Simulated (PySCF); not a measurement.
**How methods differ on the ionisation energy of Cd⁴⁺**

Cd⁴⁺ [Kr] 4d8 (3F) → Cd⁵⁺ [Kr] 4d7 (4F), as a difference of total energies. All numbers are calculated (PySCF 2.14, scalar relativity by spin-free X2C-1e, in an uncontracted even-tempered set (23 s from 0.076 bohr⁻², ratio 2.5; 16 p from 0.098 bohr⁻², ratio 2.5; 12 d from 0.098 bohr⁻², ratio 2.5; 5 f from 1.2 bohr⁻², ratio 2.7; 4 g from 1.8 bohr⁻², ratio 2.7)). Correlated levels: outer shells: [Ar] 3d10 frozen; virtual orbitals above 40 to 60 times the deepest correlated orbital energy dropped. The calculations carry no spin-orbit coupling.

```json
{"method": "UHF", "ionisation energy (eV)": "68.195"}
{"method": "PBE", "ionisation energy (eV)": "70.056"}
{"method": "PBE0", "ionisation energy (eV)": "69.965"}
{"method": "r2SCAN", "ionisation energy (eV)": "70.030"}
{"method": "SCS-MP2 (outer shells)", "ionisation energy (eV)": "69.551"}
```

Question: Estimate what LDA gives.

Answer: 70.399 eV, closest to PBE among the rows shown.

Question: Estimate what MP2 (outer shells) gives.

Answer: 69.655 eV, closest to SCS-MP2 (outer shells) among the rows shown.

A first-order spin-orbit estimate (lowest level to lowest level, LS coupling) adds -0.030 eV.

For comparison: 67.9 ± 1.9 eV (theoretical estimate listed by NIST; NIST Atomic Spectra Database, ionization energies).
